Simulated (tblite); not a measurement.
Parent: `[CH3:1][CH2:2][O:3][Si@@H:4]([OH:5])[C@@H:6]1[CH2:7][CH2:8][NH:9]1` with C1–C2–O3–Si4 -174°, C2–O3–Si4–O5 54°, O3–Si4–O5–H 154°, O3–Si4–C6–C7 -64°, Si4–C6–C7–C8 -123°, C6–C7–C8–N9 13°, C7–C8–N9–C6 -13°, Si4–C6–N9–C8 133°, C5H13NO2Si.

Structures optimised with GFN2-xTB, isolated species. One conformer each, not checked by frequencies here.

| coordinate of the parent | value |
| --- | --- |
| C1–C2 | 1.520 Å |
| C2–O3 | 1.406 Å |
| O3–Si4 | 1.614 Å |
| Si4–O5 | 1.629 Å |
| Si4–C6 | 1.893 Å |
| C6–C7 | 1.539 Å |
| C7–C8 | 1.531 Å |
| C8–N9 | 1.466 Å |
| C6–N9 | 1.484 Å |
| C1–C2–O3 | 109.6° |
| C2–O3–Si4 | 127.1° |
| O3–Si4–O5 | 109.8° |
| O3–Si4–C6 | 107.2° |
| O5–Si4–C6 | 108.8° |
| Si4–C6–C7 | 118.8° |
| Si4–C6–N9 | 108.6° |
| C7–C6–N9 | 89.0° |
| C6–C7–C8 | 86.8° |
| C7–C8–N9 | 90.0° |
| C6–N9–C8 | 91.3° |

Question: In one relative the bonds that all share with the parent change as follows (parent's numbers): C1–C2 -0.201, C2–O3 -0.058, O3–Si4 +0.011, Si4–C6 +0.002, C6–C7 +0.001, C7–C8 0.000, C8–N9 +0.001, C6–N9 0.000 Å. Which is it?
A. `[CH2:1]=[CH:2][O:3][Si@@H:4]([OH:5])[C@@H:6]1[CH2:7][CH2:8][NH:9]1` with C1–C2–O3–Si4 -6°, C2–O3–Si4–O5 56°, O3–Si4–O5–H 149°, O3–Si4–C6–C7 -62°, Si4–C6–C7–C8 -122°, C6–C7–C8–N9 11°, C7–C8–N9–C6 -11°, Si4–C6–N9–C8 131°
B. `[O:1]=[CH:2][CH2:3][O:4][Si@@H:5]([OH:6])[C@H:7]1[CH2:8][CH2:9][NH:10]1` with O1–C2–C3–O4 -10°, C2–C3–O4–Si5 112°, C3–O4–Si5–O6 -156°, O4–Si5–O6–H -12°, O4–Si5–C7–C8 -52°, Si5–C7–C8–C9 125°, C7–C8–C9–N10 -11°, C8–C9–N10–C7 12°
C. `[CH3:1][CH2:2][O:3][SiH2:4][C@@H:5]1[CH2:6][CH2:7][NH:8]1` with C1–C2–O3–Si4 -60°, C2–O3–Si4–C5 -58°, O3–Si4–C5–C6 -73°, Si4–C5–C6–C7 -103°, C5–C6–C7–N8 -14°, C6–C7–N8–C5 15°, Si4–C5–N8–C7 102°
D. `[CH3:1][CH2:2][O:3][Si:4]([OH:5])([OH:6])[C@H:7]1[CH2:8][CH2:9][NH:10]1` with C1–C2–O3–Si4 -78°, C2–O3–Si4–O5 -129°, O3–Si4–O5–H -51°, O3–Si4–O6–H -152°, O3–Si4–C7–C8 -91°

Answer: A. The changes in all of them (Å):

| SMILES | C1–C2 | C2–O3 | O3–Si4 | Si4–C6 | C6–C7 | C7–C8 | C8–N9 | C6–N9 |
| --- | --- | --- | --- | --- | --- | --- | --- | --- |
| CCO[SiH2][C@@H]1CCN1 | +0.001 | -0.007 | +0.004 | +0.018 | +0.002 | -0.001 | -0.003 | -0.007 |
| C=CO[Si@@H](O)[C@@H]1CCN1 | -0.201 | -0.058 | +0.011 | +0.002 | +0.001 | 0.000 | +0.001 | 0.000 |
| CCO[Si](O)(O)[C@H]1CCN1 | 0.000 | +0.001 | +0.009 | +0.019 | +0.003 | 0.000 | +0.001 | -0.001 |
| O=CCO[Si@@H](O)[C@H]1CCN1 | -0.017 | -0.014 | +0.015 | +0.011 | +0.003 | 0.000 | +0.002 | +0.004 |

Atoms are paired thus: CCO[SiH2][C@@H]1CCN1: C1 = C1, C2 = C2, O3 = O3, Si4 = Si4, C6 = C5, C7 = C6, C8 = C7, N9 = N8; C=CO[Si@@H](O)[C@@H]1CCN1: C1 = C1, C2 = C2, O3 = O3, Si4 = Si4, O5 = O5, C6 = C6, C7 = C7, C8 = C8, N9 = N9; CCO[Si](O)(O)[C@H]1CCN1: C1 = C1, C2 = C2, O3 = O3, Si4 = Si4, O5 = O6, C6 = C7, C7 = C8, C8 = C9, N9 = N10; O=CCO[Si@@H](O)[C@H]1CCN1: C1 = C2, C2 = C3, O3 = O4, Si4 = Si5, O5 = O6, C6 = C7, C7 = C8, C8 = C9, N9 = N10.

All values are computed, not measured.
